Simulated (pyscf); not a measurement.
**H₂N–Si:–F (SMILES N[Si]F), singlet**

Gas-phase minimum from PySCF at ωB97X-D3(BJ)/def2-SVP, one conformer. Other isomers of H₂N–Si:–F [singlet] were not searched in full and may lie lower. 

```xyz
5

N      0.3255    -0.6420    -0.1872
Si     0.9429     0.8297     0.4355
F      2.0106     0.1895     1.5150
H     -0.3885    -0.6759    -0.9088
H      0.6220    -1.5679     0.1138
```

Bond lengths (Å): N1–Si2 1.713, N1–H4 1.016, N1–H5 1.018, Si2–F3 1.648. Bond angles (°): Si2–N1–H4 122.7, Si2–N1–H5 124.7, H4–N1–H5 112.6, N1–Si2–F3 97.9.

Properties at ωB97X-D3(BJ)/def2-SVP:

Harmonic wavenumbers, unscaled: 301, 515, 538, 716, 859, 885, 1530, 3590, 3703 cm⁻¹
Zero-point energy: 18.1 kcal/mol
Rotational symmetry number: 1
Entropy of this conformer at 298 K and 1 atm, rigid rotor and harmonic oscillator, modes under 100 cm⁻¹ raised to 100: 270.2 J/(mol K)
Dipole moment: 2.53 D

Single-point totals, which compare only within one level (frozen core for MP2 and CC):

```json
[
 {"level": "ωB97X-D3(BJ)/def2-TZVP", "total energy (hartree)": "-445.47528"},
 {"level": "PBE/def2-TZVP", "total energy (hartree)": "-445.12881"},
 {"level": "r²SCAN/def2-TZVP", "total energy (hartree)": "-445.33580"},
 {"level": "B3LYP-D3(BJ)/def2-TZVP", "total energy (hartree)": "-445.46607"},
 {"level": "PBE0-D3(BJ)/def2-TZVP", "total energy (hartree)": "-445.15585"},
 {"level": "M06-2X/def2-TZVP", "total energy (hartree)": "-445.36288"},
 {"level": "ωB97M-D3(BJ)/def2-TZVP", "total energy (hartree)": "-445.51539"},
 {"level": "HF/def2-TZVPP", "total energy (hartree)": "-444.13508"},
 {"level": "MP2/def2-TZVPP", "total energy (hartree)": "-444.70117"},
 {"level": "CCSD/def2-TZVPP", "total energy (hartree)": "-444.71836"},
 {"level": "CCSD(T)/def2-TZVPP", "total energy (hartree)": "-444.73904"}
]
```

The CCSD(T) − MP2 part came from Ansatz, without density fitting, on the same reference.
